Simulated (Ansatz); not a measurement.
Isolated molecules relaxed with PBE0-D4/def2-TZVP in Ansatz; ΔE leaves out vibrations. CBS: MP2 limit from def2 TZ/QZ plus the TZ coupled-cluster correction, frozen cores. This one scheme is used for every species. Functionals use def2-TZVPP. B3LYP here is the variant with VWN-RPA as its local correlation; programs differ in this. For Se outer-core shells are correlated without core-valence functions, which leaves a few kJ/mol of doubt a bond. Scalar relativity is left out up to krypton. One conformer a species, not always the lowest.

`C[SiH2]F` + `CC[SeH]` → `CC[Se][SiH2]C` + H–F  (ligand exchange at the Si–F bond)

| level | ΔE (eV) |
| --- | --- |
| r2SCAN-D4 | 0.79 |
| PBE | 0.74 |
| B3LYP | 0.96 |
| HF/def2-TZVPP | 1.08 |
| CCSD/def2-TZVPP | 0.83 |
| CCSD(T)/def2-TZVPP | 0.77 |
| HF/def2-QZVPP | 1.11 |
| MP2/def2-QZVPP | 0.69 |

Question: What does CCSD(T)/CBS give? (An estimate is asked.)

Answer: Ansatz gave: +0.72 eV. The listed levels differ from it by 0.07, 0.02, 0.24, 0.36, 0.11, 0.05, 0.39, -0.03 eV.

Largest T1 diagnostic among the species: 0.010.

In def2-TZVPP, CCSD(T) changes the Hartree–Fock value by −0.31 eV (the triples alone add −0.05 eV) and MP2 by −0.38 eV. The D4 term adds −0.15 eV with B3LYP and −0.09 eV with PBE0; it sums over pairs of atoms, weighted by their polarisabilities, and B3LYP, whose exchange is more repulsive, gets the larger term.
